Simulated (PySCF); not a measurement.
`CNN(CC(C)C)C1CC1`: 4 charge schemes on one density

Species: C8H18N2.
Structure used (PBE0-D3(BJ)/def2-SVP), in Å, numbered top down from 1:
```
atom  x, y, z in Å
C1     1.2298    1.7967   -1.6042
N2     0.3980    1.6312   -0.4381
N3     0.4879    0.3737    0.1704
C4    -0.7870    0.0065    0.7588
C5    -1.8758   -0.2297   -0.2824
C6    -3.2224   -0.4424    0.3961
C7    -1.5181   -1.3899   -1.2015
C8     1.5947    0.2347    1.0621
C9     2.9248   -0.2068    0.5231
C10    2.1026   -1.1408    1.3585
H11    0.9613    1.0349   -2.3510
H12    1.0251    2.7856   -2.0433
H13    2.3201    1.7263   -1.4197
H14    0.5753    2.3739    0.2452
H15   -0.6300   -0.9162    1.3420
H16   -1.1280    0.7823    1.4807
H17   -1.9261    0.6917   -0.8873
H18   -3.4957    0.4129    1.0342
H19   -3.2084   -1.3431    1.0336
H20   -4.0253   -0.5768   -0.3451
H21   -0.5217   -1.2433   -1.6429
H22   -2.2493   -1.4957   -2.0180
H23   -1.5012   -2.3427   -0.6442
H24    1.6224    0.9545    1.9017
H25    2.9747   -0.4182   -0.5467
H26    3.8305    0.2295    0.9521
H27    2.4241   -1.3634    2.3788
H28    1.6073   -1.9672    0.8421
```

Density: PBE0/pcSseg-1 (PySCF); schemes: Mulliken, IAO, Hirshfeld and ESP-fitted. Isolated species at its PBE0-D3(BJ)/def2-SVP geometry (one conformer only).

**Question.** Tabulate the Mulliken, IAO, Hirshfeld and ESP-fitted charges.

**Answer.** In e; atoms taken as equivalent share a row and are averaged (×n: the atom named and its like, n in all):

```
       atom                   environment  Mulliken     IAO  Hirshfeld  ESP-fitted
         C1               N-methyl carbon    -0.095  -0.292     -0.077      -0.063
         N2            hydrazine nitrogen    -0.327  -0.316     -0.108      -0.534
         N3            hydrazine nitrogen    -0.465  -0.167     -0.035      +0.125
         C4  sp3 carbon bound to nitrogen    +0.083  -0.136     -0.030      -0.597
         C5                 sp3 CH carbon    -0.355  -0.094     -0.028      +0.705
      C6/C7                 methyl carbon    -0.231  -0.408     -0.119      -0.502
         C8  sp3 carbon bound to nitrogen    -0.070  -0.047     -0.008      +0.135
     C9/C10    three-membered-ring carbon    -0.200  -0.290     -0.092      -0.339
H11/H12/H13               methyl hydrogen    +0.108  +0.131     +0.036      +0.059
        H14                  N–H hydrogen    +0.158  +0.215     +0.096      +0.293
    H15/H16            methylene hydrogen    +0.096  +0.111     +0.027      +0.145
        H17              methine hydrogen    +0.131  +0.138     +0.025      -0.088
   H18 (×6)               methyl hydrogen    +0.110  +0.131     +0.034      +0.103
        H24              methine hydrogen    +0.094  +0.103     +0.028      +0.048
    H25/H28            methylene hydrogen    +0.139  +0.151     +0.048      +0.140
    H26/H27            methylene hydrogen    +0.129  +0.145     +0.047      +0.146
```

Mean size of the charges over all atoms: ESP-fitted 0.212 e, IAO 0.175 e, Mulliken 0.155 e, Hirshfeld 0.051 e. Each set sums to the total charge, 0, to within 0.001 e. The ESP scheme is a least-squares fit of atom-centred charges to the potential on four shells outside the van der Waals surface, with the total charge fixed.

Some averages cover members that differ in this geometry: C6/C7, ESP-fitted -0.587 to -0.417; C9/C10, ESP-fitted -0.400 to -0.279; H11/H12/H13, ESP-fitted +0.017 to +0.086; H18 (×6), ESP-fitted +0.075 to +0.129 e.

Lowest charge. The schemes don't all agree: Mulliken N3 (-0.465); IAO C6/C7 (-0.408); Hirshfeld C6/C7 (-0.119); ESP-fitted C4 (-0.597).

Highest charge. The schemes don't all agree: Mulliken H14 (+0.158); IAO H14 (+0.215); Hirshfeld H14 (+0.096); ESP-fitted C5 (+0.705).

**Question.** Sum the charges by element.

**Answer.** 
```tsv
element	atoms	Mulliken	IAO	Hirshfeld	ESP-fitted
C	8	-1.299	-1.966	-0.565	-1.502
N	2	-0.792	-0.483	-0.143	-0.410
H	18	+2.091	+2.449	+0.707	+1.912
```

**Question.** How closely do the schemes follow one another over all atoms?

**Answer.** Correlation coefficient and root-mean-square difference: IAO with Hirshfeld 0.99, 0.139 e; Mulliken with IAO 0.84, 0.109 e; Mulliken with Hirshfeld 0.82, 0.136 e; Hirshfeld with ESP-fitted 0.70, 0.245 e; IAO with ESP-fitted 0.68, 0.207 e; Mulliken with ESP-fitted 0.29, 0.287 e.
